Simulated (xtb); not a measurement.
Al(Cl)(Me)(SiMe3) (C4H12AlClSi), SMILES [CH3][Al]([Cl])[Si](C)(C)C. All values are semi-empirical tight-binding results from xtb (GFN2-xTB unless named), good for trends rather than for accurate numbers. Geometry optimised at GFN2-xTB. One conformer was computed; it need not be the lowest.

Optimised geometry:

Bonded distances (Å): Al1–Cl2 2.040, Al1–C3 1.998, Al1–Si7 2.453, C3–H4 1.093, C3–H5 1.098, C3–H6 1.098, Si7–C8 1.921, Si7–C9 1.926, Si7–C10 1.926, C8–H11 1.086, C8–H12 1.086, C8–H13 1.086, C9–H14 1.086, C9–H15 1.087, C9–H16 1.086, C10–H17 1.086, C10–H18 1.086, C10–H19 1.086. Angles (°): Cl2–Al1–C3 115.8, Cl2–Al1–Si7 118.6, C3–Al1–Si7 125.6, Al1–C3–H4 115.3, Al1–C3–H5 110.9, Al1–C3–H6 111.1, H4–C3–H5 106.9, H4–C3–H6 106.7, H5–C3–H6 105.5, Al1–Si7–C8 112.2, Al1–Si7–C9 111.7, Al1–Si7–C10 111.7, C8–Si7–C9 107.1, C8–Si7–C10 107.1, C9–Si7–C10 106.7, Si7–C8–H11 112.1, Si7–C8–H12 110.8, Si7–C8–H13 110.9, H11–C8–H12 107.7, H11–C8–H13 107.7, H12–C8–H13 107.5, Si7–C9–H14 110.8, Si7–C9–H15 110.4, Si7–C9–H16 112.5, H14–C9–H15 107.5, H14–C9–H16 107.8, H15–C9–H16 107.7, Si7–C10–H17 110.4, Si7–C10–H18 110.8, Si7–C10–H19 112.5, H17–C10–H18 107.5, H17–C10–H19 107.7, H18–C10–H19 107.8.
Charge 0, spin multiplicity 1.

For metal compounds this method's bond lengths and energies can be far off.

The orbital gap comes out as 3.58 eV and the zero-point energy is 91.7 kcal/mol. The G − E(el) at 298.15 K (modified RRHO) is 65.1 kcal/mol.

Computed atomic charges and the Wiberg bond orders between heavy atoms:
charges (e) Al1 0.24, Cl2 -0.21, C3 -0.22, H4 0.05, H5 0.06, H6 0.06, Si7 0.42, C8 -0.21, C9 -0.20, C10 -0.20, H11 0.03, H12 0.02, H13 0.02, H14 0.02, H15 0.02, H16 0.04, H17 0.02, H18 0.02, H19 0.04. Bond orders Al1–Cl2 1.31, Al1–C3 1.03, Al1–Si7 0.84, Si7–C8 0.86, Si7–C9 0.86, Si7–C10 0.86.
